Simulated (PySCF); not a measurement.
Ligand exchange on a metal centre used in film growth or etching (Zn Br-H). All species are isolated molecules in the gas phase.

The charge on the central atom (meta-Löwdin) from two functionals at the same geometries (BP86-D3(BJ)/def2-SVP), both in PySCF: PBE-D3(BJ)/def2-TZVP and TPSSh-D3(BJ)/def2-TZVP. 

```tsv
species	TPSSh-D3(BJ)/def2-TZVP (e)
0 of 2 Br replaced by H	1.18
1 of 2 Br replaced by H ([Zn(Br)(H)])	1.01
2 of 2 Br replaced by H ([Zn(H)2])	0.88
```

Problem. What does PBE-D3(BJ)/def2-TZVP give for each?

Solution. 
- 0 of 2 Br replaced by H: 1.13
- 1 of 2 Br replaced by H ([Zn(Br)(H)]): 0.95
- 2 of 2 Br replaced by H ([Zn(H)2]): 0.83
Over these rows, drawn at random from the members with no instability flagged (it was tested for open shells, ions and some series alone), PBE minus TPSSh-D3(BJ): mean -0.05 e, from -0.05 e to -0.05 e.
